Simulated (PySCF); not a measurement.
**Deuteron quadrupole couplings in `[SiH3]C1=C[SiH2][C@H]1CCCl`**

Species: C5H11ClSi2.
Numbering: `[SiH3:1][C:2]1=[CH:3][SiH2:4][C@H:5]1[CH2:6][CH2:7][Cl:8]` (hydrogens: H9, H10, H11 on Si1; H12 on C3; H13, H14 on Si4; H15 on C5; H16, H17 on C6; H18, H19 on C7)

Cartesian coordinates in Å at the GFN2-xTB level; atoms count from 1:
```
atom  x, y, z in Å
Si1   -2.1506   -1.6915   -0.2887
C2    -1.3143   -0.0129   -0.2134
C3    -1.8249    1.2065    0.0333
Si4   -0.1821    2.1193   -0.0917
C5     0.1667    0.2472   -0.4334
C6     1.0772   -0.5118    0.5210
C7     2.5302   -0.0930    0.3840
Cl8    3.1681   -0.4973   -1.2328
H9    -1.7493   -2.3656   -1.5262
H10   -3.6025   -1.5091   -0.2495
H11   -1.7217   -2.4907    0.8653
H12   -2.8608    1.4421    0.2209
H13    0.0406    3.0542   -1.1918
H14    0.3916    2.6322    1.1551
H15    0.4583    0.0043   -1.4580
H16    0.9892   -1.5882    0.3462
H17    0.7699   -0.3152    1.5522
H18    3.1669   -0.6078    1.1038
H19    2.6376    0.9864    0.4964
```

Level: PBE0/pcSseg-1 (PySCF, non-relativistic); Q(2H) = 0.00286 b; rigid geometry, the same for H and D, with no vibrational averaging.

Question: Rank these positions by the coupling χzz of a deuteron there, largest first.
A. H14 (Si–H hydrogen)
B. H16 (methylene hydrogen)
C. H12 (vinylic hydrogen)

Answer: C (226 kHz), B (200 kHz), A (109 kHz).

Question: Tabulate Vzz, the asymmetry η and χzz = 234.96 MHz × Q × Vzz for every hydrogen position.

Answer: 
| atom | bonded to | bond length (Å) | Vzz (au) | η | χzz (kHz) |
| --- | --- | --- | --- | --- | --- |
| H9 | Si1 | 1.465 | 0.1615 | 0.01 | 109 |
| H10 | Si1 | 1.464 | 0.1626 | 0.01 | 109 |
| H11 | Si1 | 1.468 | 0.1600 | 0.01 | 108 |
| H12 | C3 | 1.079 | 0.3366 | 0.01 | 226 |
| H13 | Si4 | 1.461 | 0.1644 | 0.01 | 110 |
| H14 | Si4 | 1.465 | 0.1616 | 0.02 | 109 |
| H15 | C5 | 1.093 | 0.3041 | 0.04 | 204 |
| H16 | C6 | 1.094 | 0.2982 | 0.04 | 200 |
| H17 | C6 | 1.094 | 0.2989 | 0.02 | 201 |
| H18 | C7 | 1.090 | 0.3006 | 0.05 | 202 |
| H19 | C7 | 1.091 | 0.2996 | 0.04 | 201 |

Question: Average by the element that carries the hydrogen.

Answer: on Si: 109 kHz over 5 positions, mean bond length 1.465 Å; on C: 206 kHz over 6 positions, mean bond length 1.090 Å.

Question: How does χzz go with the bond length over the 6 C–H bonds?

Answer: A straight-line fit has a slope of -16.9 kHz for each 0.01 Å, with a correlation coefficient of -0.96, over lengths from 1.079 to 1.094 Å. The longer bonds have the smaller couplings here.

Question: Give the 2H NMR doublet splittings at H17 for a magnetic field along the z, y and x axes of the gradient: 3χ/2, 3χ(1 + η)/4, 3χ(1 − η)/4.

Answer: With |χ| = 200.8 kHz and η = 0.025: 301, 154 and 147 kHz, to first order and without motion.

Geometry: GFN2-xTB, one conformer, isolated molecule. GFN2-xTB bond lengths can be off by several hundredths of an ångström, more for odd bonds, and the gradients follow them. The basis is small and wasn't made for field gradients, so the couplings can be 20 % off.
